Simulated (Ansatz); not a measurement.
Compare A (`O=C[N]([AlH2])[SiH3]`) with its isomer B (`O[SiH]1C[NH][AlH]1`).

Calculated with Ansatz (gas phase, PBE0-D4/def2-TZVP geometries, no zero-point term in ΔE). CBS: MP2 limit from def2 TZ/QZ plus the TZ coupled-cluster correction, frozen cores. DFT in def2-TZVPP. B3LYP here is the variant with VWN-RPA as its local correlation; programs differ in this. One conformer a species, not always the lowest.

(1) Which isomer does CCSD(T)/CBS put lower? Give the gap. (An estimate is asked.)

(2) Give E(B) − E(A) in kJ/mol with B3LYP, CCSD(T)/def2-TZVPP, r2SCAN-D4, ωB97M-V, MP2/def2-TZVPP, PBE0-D4, B3LYP-D4. (An estimate is asked.)

Largest T1 diagnostic: 0.015.

Answers

(1) Ansatz gave: B, by 20.7 kJ/mol.

(2) The calculation gave: B3LYP -3.1, CCSD(T)/def2-TZVPP -10.6, r2SCAN-D4 -14.8, ωB97M-V -12.1, MP2/def2-TZVPP -13.4, PBE0-D4 -29.4, B3LYP-D4 -1.0. None reverses the order clearly.

From PBE to PBE0 (25 % exact exchange), in def2-TZVPP and without D4, E(B) − E(A) moves by −3.6 kJ/mol. In def2-TZVPP, CCSD(T) changes the Hartree–Fock value by −40.6 kJ/mol (the triples alone add −0.4 kJ/mol) and MP2 by −43.4 kJ/mol.
